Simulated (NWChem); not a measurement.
System: GeSiH3Br, singlet; SMILES [SiH3][Ge][Br]

Input file for NWChem:

```
start job
memory heap 200 mb stack 900 mb global 1100 mb
geometry units angstroms noautoz
  Ge     0.874025    -0.486858    -0.409143
  Br    -0.266270     1.414152     0.481105
  Si    -1.059876    -2.049612    -0.060634
  H     -0.736243    -3.432104    -0.524042
  H     -2.254788    -1.578142    -0.818234
  H     -1.415002    -2.121071     1.386135
end
basis spherical
  Ge library 6-31g*
  Br library 6-31g*
  Si library 6-31g*
  H library 6-31g*
end
dft
  xc pbe0
  iterations 150
end
tddft
  cis
  nroots 6
  notriplet
end
task tddft energy
```

Excerpt of the output:

```
             Northwest Computational Chemistry Package (NWChem) 7.3.0
             --------------------------------------------------------

 C1  symmetry detected

                             Geometry "geometry" -> ""
                             -------------------------

 Output coordinates in angstroms (scale by  1.889725989 to convert to a.u.)

  No.       Tag          Charge          X              Y              Z
 ---- ---------------- ---------- -------------- -------------- --------------
    1 Ge                  32.0000     0.93627729    -0.55894287    -0.00003108
    2 Br                  35.0000    -0.27084967     1.50248812    -0.00001143
    3 Si                  14.0000    -1.12772721    -1.98845925    -0.00006045
    4 H                    1.0000    -0.78600224    -3.44240592    -0.00576626
    5 H                    1.0000    -1.95799758    -1.70605764    -1.20627637
    6 H                    1.0000    -1.94895376    -1.71401942     1.21428347

 Effective nuclear repulsion energy (a.u.)     458.8161400128

                                 NWChem DFT Module
                                 -----------------

 Summary of "ao basis" -> "ao basis" (spherical)
 ------------------------------------------------------------------------------
       Tag                 Description            Shells   Functions and Types
 ---------------- ------------------------------  ------  ---------------------
 Ge                          6-31g*                 12       32   5s4p3d
 Br                          6-31g*                 12       32   5s4p3d
 Si                          6-31g*                  8       18   4s3p1d
 H                           6-31g*                  2        2   2s

            General Information
            -------------------
          SCF calculation type: DFT
          Wavefunction type:  closed shell.
          No. of atoms     :     6
          No. of electrons :    84
           Alpha electrons :    42
            Beta electrons :    42
          Charge           :     0
          Spin multiplicity:     1
          Use of symmetry is: off; symmetry adaption is: off
          Maximum number of iterations: 150
          AO basis - number of functions:    88
                     number of shells:    38
          Convergence on energy requested:  1.00D-06
          Convergence on density requested:  1.00D-05
          Convergence on gradient requested:  5.00D-04

              XC Information
              --------------
                         PBE0 Method XC Functional
                     Hartree-Fock (Exact) Exchange  0.250
          PerdewBurkeErnzerhof Exchange Functional  0.750
            Perdew 1991 LDA Correlation Functional  1.000 local
           PerdewBurkeErnz. Correlation Functional  1.000 non-local

             Grid Information
             ----------------
          Grid used for XC integration:  medium
          Radial quadrature: Mura-Knowles
          Angular quadrature: Lebedev.
          Tag              B.-S. Rad. Rad. Pts. Rad. Cut. Ang. Pts.
          ---              ---------- --------- --------- ---------
          Ge                  1.25      112          10.0       590
          Br                  1.15      112          12.0       590
          Si                  1.10       88          11.0       590
          H                   0.35       45          12.0       434
          Grid pruning is: on
          Number of quadrature shells:   447
          Spatial weights used:  Erf1

      Superposition of Atomic Density Guess
      -------------------------------------

 Sum of atomic energies:       -4937.42072014

      Non-variational initial energy
      ------------------------------

 Total energy =   -4937.815369
 1-e energy   =   -7793.447377
 2-e energy   =    2396.815868
 HOMO         =      -0.202190
 LUMO         =      -0.078663

   convergence    iter        energy       DeltaE   RMS-Dens  Diis-err
 ---------------- ----- ----------------- --------- --------- ---------
 d= 0,ls=0.0,diis     1  -4941.1272700741 -5.40D+03  1.62D-02  2.87D-01
 d= 0,ls=0.0,diis     2  -4941.0898996546  3.74D-02  1.03D-02  4.77D-01
 d= 0,ls=0.0,diis     3  -4941.1751103589 -8.52D-02  1.96D-03  2.83D-02
 d= 0,ls=0.0,diis     4  -4941.1786667776 -3.56D-03  3.65D-04  2.53D-03
 d= 0,ls=0.0,diis     5  -4941.1788548092 -1.88D-04  9.08D-05  3.75D-05
  Resetting Diis
 d= 0,ls=0.0,diis     6  -4941.1788616327 -6.82D-06  2.36D-05  1.21D-06
 d= 0,ls=0.0,diis     7  -4941.1788618474 -2.15D-07  1.21D-05  4.00D-07
 d= 0,ls=0.0,diis     8  -4941.1788618558 -8.42D-09  5.65D-06  4.33D-07

         Total DFT energy =    -4941.178861855790
      One electron energy =    -7794.664783682381
           Coulomb energy =     2586.331481609311
    Exchange-Corr. energy =     -191.661699795476
 Nuclear repulsion energy =      458.816140012755

 Numeric. integr. density =       83.999988900462

                       DFT Final Molecular Orbital Analysis
                       ------------------------------------

 Vector   40  Occ=2.000000D+00  E=-3.197507D-01
              MO Center= -2.3D-01,  1.3D+00,  1.5D-04, r^2= 2.2D+00
   Bfn.  Coefficient  Atom+Function         Bfn.  Coefficient  Atom+Function
  ----- ------------  ---------------      ----- ------------  ---------------
    45      0.730022  2 Br pz                41     -0.329098  2 Br pz
    49      0.327205  2 Br pz                13      0.162377  1 Ge pz
    37      0.098693  2 Br pz                73     -0.070055  3 Si pz
     9     -0.062528  1 Ge pz                88     -0.053737  6 H  s
    17      0.052260  1 Ge pz                86      0.052448  5 H  s

 Vector   41  Occ=2.000000D+00  E=-3.183713D-01
              MO Center= -8.3D-02,  8.2D-01, -5.0D-04, r^2= 3.7D+00
   Bfn.  Coefficient  Atom+Function         Bfn.  Coefficient  Atom+Function
  ----- ------------  ---------------      ----- ------------  ---------------
    44      0.540869  2 Br py                43      0.404688  2 Br px
    40     -0.243638  2 Br py                48      0.231628  2 Br py
    11      0.222028  1 Ge px                10     -0.213360  1 Ge s
    39     -0.181910  2 Br px                47      0.178479  2 Br px
    84     -0.115992  4 H  s                 14      0.107058  1 Ge s

 Vector   42  Occ=2.000000D+00  E=-2.432326D-01
              MO Center=  2.7D-01, -5.5D-01, -3.1D-05, r^2= 4.5D+00
   Bfn.  Coefficient  Atom+Function         Bfn.  Coefficient  Atom+Function
  ----- ------------  ---------------      ----- ------------  ---------------
    11      0.459560  1 Ge px                43     -0.367855  2 Br px
    10     -0.294802  1 Ge s                 71     -0.280177  3 Si px
    14      0.227310  1 Ge s                 47     -0.200830  2 Br px
    72     -0.190130  3 Si py                 7     -0.170654  1 Ge px
    39      0.163266  2 Br px                75     -0.162929  3 Si px

 Vector   43  Occ=0.000000D+00  E=-1.256925D-01
              MO Center=  7.2D-01, -5.1D-01, -1.1D-04, r^2= 3.5D+00
   Bfn.  Coefficient  Atom+Function         Bfn.  Coefficient  Atom+Function
  ----- ------------  ---------------      ----- ------------  ---------------
    13      0.682622  1 Ge pz                17      0.397752  1 Ge pz
    45     -0.250699  2 Br pz                 9     -0.246311  1 Ge pz
    49     -0.193419  2 Br pz                86      0.151364  5 H  s
    88     -0.151924  6 H  s                 41      0.110801  2 Br pz
    77      0.080578  3 Si pz                 5      0.073592  1 Ge pz

 Vector   44  Occ=0.000000D+00  E=-3.543817D-02
              MO Center=  6.4D-01, -4.0D-01,  1.9D-04, r^2= 5.1D+00
   Bfn.  Coefficient  Atom+Function         Bfn.  Coefficient  Atom+Function
  ----- ------------  ---------------      ----- ------------  ---------------
    16      0.666144  1 Ge py                12      0.522783  1 Ge py
    46     -0.499730  2 Br s                 48      0.460775  2 Br py
    15     -0.357725  1 Ge px                44      0.343016  2 Br py
    10     -0.319245  1 Ge s                 14      0.300816  1 Ge s
    11     -0.279245  1 Ge px                47     -0.273900  2 Br px

[...]

                                NWChem TDDFT Module
                                -------------------

            General Information
            -------------------
           No. of orbitals :     176
            Alpha orbitals :      88
             Beta orbitals :      88
        Alpha frozen cores :       0
         Beta frozen cores :       0
     Alpha frozen virtuals :       0
      Beta frozen virtuals :       0
         Spin multiplicity :       1
    Number of AO functions :      88
        Use of symmetry is : off
      Symmetry adaption is : off
         Schwarz screening :  0.10D-07

              XC Information
              --------------
                  PBE0 Method XC Functional
              Hartree-Fock (Exact) Exchange   0.25
   PerdewBurkeErnzerhof Exchange Functional   0.75
     Perdew 1991 LDA Correlation Functional   1.00 local
    PerdewBurkeErnz. Correlation Functional   1.00 non-local

             TDDFT Information
             -----------------
          Calculation type : Tamm-Dancoff TDDFT
         Wavefunction type : Restricted singlets
          No. of electrons :      84
           Alpha electrons :      42
            Beta electrons :      42
              No. of roots :       6
          Max subspacesize :    5200
            Max iterations :     100
               Target root :       1
           Target symmetry : none
      Symmetry restriction : off
                 Algorithm : Optimal
        Davidson threshold :  0.10D-03

    6 smallest eigenvalue differences (eV)
--------------------------------------------------------
  No. Spin  Occ  Vir  Irrep   E(Occ)    E(Vir)   E(Diff)
--------------------------------------------------------
    1    1   42   43 a        -0.243    -0.126     3.198
    2    1   41   43 a        -0.318    -0.126     5.243
    3    1   40   43 a        -0.320    -0.126     5.281
    4    1   42   44 a        -0.243    -0.035     5.654
    5    1   39   43 a        -0.339    -0.126     5.814
    6    1   38   43 a        -0.367    -0.126     6.565
--------------------------------------------------------

  Entering Davidson iterations
  Restricted singlet excited states

  Iter   NTrls   NConv    DeltaV     DeltaE      Time
  ----  ------  ------  ---------  ---------  ---------
    1      6       0     0.10E+00   0.10+100       23.0
    2     12       0     0.21E-01   0.22E-01       21.8
    3     18       0     0.66E-02   0.63E-03       25.0
    4     24       2     0.26E-01   0.29E-02       29.0
    5     28       4     0.37E-02   0.87E-03       20.2
    6     30       5     0.15E-02   0.27E-04       18.3
    7     31       5     0.54E-03   0.12E-05       18.4
    8     32       5     0.12E-03   0.14E-06       27.9
    9     33       6     0.66E-04   0.14E-07       21.2
  ----  ------  ------  ---------  ---------  ---------
  Convergence criterion met

  Ground state a       -4941.178861855790 a.u.

  ----------------------------------------------------------------------------
  Root   1 singlet a              0.070673105 a.u.                1.9231 eV
  ----------------------------------------------------------------------------
     Transition Moments    X -0.00008   Y -0.00011   Z  0.24168
     Dipole Oscillator Strength                    0.0027519075
     Electric Quadrupole                           0.0000000131
     Magnetic Dipole                               0.0000008872
     Total Oscillator Strength                     0.0027528078

     Occ.   42  a   ---  Virt.   43  a       -0.99673
  ----------------------------------------------------------------------------
  Root   2 singlet a              0.145378749 a.u.                3.9560 eV
  ----------------------------------------------------------------------------
     Transition Moments    X -0.00039   Y  0.00007   Z  0.14838
     Dipole Oscillator Strength                    0.0021338186
     Electric Quadrupole                           0.0000000332
     Magnetic Dipole                               0.0000002727
     Total Oscillator Strength                     0.0021341245

     Occ.   39  a   ---  Virt.   43  a       -0.12216
     Occ.   41  a   ---  Virt.   43  a       -0.98944
  ----------------------------------------------------------------------------
  Root   3 singlet a              0.160036556 a.u.                4.3548 eV
  ----------------------------------------------------------------------------
     Transition Moments    X  0.15181   Y  0.15183   Z -0.00033
     Dipole Oscillator Strength                    0.0049182583
     Electric Quadrupole                           0.0000000627
     Magnetic Dipole                               0.0000004337
     Total Oscillator Strength                     0.0049187547

     Occ.   39  a   ---  Virt.   44  a       -0.07104
     Occ.   40  a   ---  Virt.   43  a        0.58376
     Occ.   42  a   ---  Virt.   44  a        0.80310
  ----------------------------------------------------------------------------
  Root   4 singlet a              0.165317947 a.u.                4.4985 eV
  ----------------------------------------------------------------------------
     Transition Moments    X  0.00087   Y -0.00082   Z -0.21755
     Dipole Oscillator Strength                    0.0052163859
     Electric Quadrupole                           0.0000000902
     Magnetic Dipole                               0.0000017974
     Total Oscillator Strength                     0.0052182735

     Occ.   36  a   ---  Virt.   43  a        0.06337
     Occ.   39  a   ---  Virt.   43  a       -0.98674
     Occ.   41  a   ---  Virt.   43  a        0.11657
  ----------------------------------------------------------------------------
  Root   5 singlet a              0.168625164 a.u.                4.5885 eV
  ----------------------------------------------------------------------------
     Transition Moments    X -0.32685   Y  0.67903   Z -0.00051
     Dipole Oscillator Strength                    0.0638422054
     Electric Quadrupole                           0.0000000892
     Magnetic Dipole                               0.0000004296
     Total Oscillator Strength                     0.0638427242

     Occ.   37  a   ---  Virt.   44  a       -0.06267
     Occ.   39  a   ---  Virt.   44  a       -0.19555
     Occ.   40  a   ---  Virt.   43  a        0.76145
     Occ.   41  a   ---  Virt.   44  a        0.15157
     Occ.   42  a   ---  Virt.   44  a       -0.58200
  ----------------------------------------------------------------------------
  Root   6 singlet a              0.201318368 a.u.                5.4782 eV
  ----------------------------------------------------------------------------
     Transition Moments    X -0.00035   Y  0.00099   Z -0.22638
     Dipole Oscillator Strength                    0.0068783365
     Electric Quadrupole                           0.0000000748
     Magnetic Dipole                               0.0000004618
     Total Oscillator Strength                     0.0068788731

     Occ.   37  a   ---  Virt.   43  a       -0.99356
     Occ.   41  a   ---  Virt.   43  a       -0.05019
     Occ.   42  a   ---  Virt.   46  a        0.06395

              Target root =      1
          Target symmetry = none
      Ground state energy =  -4941.178861855790
        Excitation energy =      0.070673105398
     Excited state energy =  -4941.108188750392

  stored tddft:energy   -4941.1081887503924
```

Level: PBE0/6-31G* (spherical d), TDA. Low-valent species are run as closed-shell singlets; no triplet was tried in these runs. Structure relaxed at the B3LYP/6-31G* (spherical d) level.
